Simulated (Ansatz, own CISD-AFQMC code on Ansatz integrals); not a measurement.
H3B3, SMILES `B=BB` (charge 0, multiplicity 1).

Cartesian coordinates (Å):
SMILES: B=BB
```xyz
6

B      1.8291    -0.0184     0.0031
B      0.2820    -0.0057     0.0025
B     -1.2856     0.0109    -0.0013
H      3.0064    -0.0278     0.0033
H     -1.9297    -0.7449     0.6740
H     -1.9021     0.7859    -0.6814
```
Charge 0, spin multiplicity 1.

Frozen-core correlation energies in cc-pVDZ at a geometry from PBE0-D3(BJ)/def2-TZVP, on an HF energy of -75.64180 Ha (<S^2> = 0.00, restricted and unstable towards unrestricted orbitals). Wave-function levels are from Ansatz, the walk from an own CISD-AFQMC code on Ansatz integrals (time step 0.005/Ha, trial state from CCSD amplitudes, largest double 0.13).

```json
[
 {"level": "MP2", "correlation energy (mHa)": "-219.4"},
 {"level": "CCSD", "correlation energy (mHa)": "-266.4"},
 {"level": "CCSD(T)", "correlation energy (mHa)": "-276.3"},
 {"level": "CCSDT(Q)", "correlation energy (mHa)": "-279.0"}
]
```

Task: What correlation energy does phaseless AFQMC give, and where does it lie among these levels?

Result: -278.9 ± 0.4 mHa (one standard error). AFQMC minus each level: MP2 -59.5 mHa, CCSD -12.5 mHa, CCSD(T) -2.6 mHa, CCSDT(Q) +0.1 mHa.
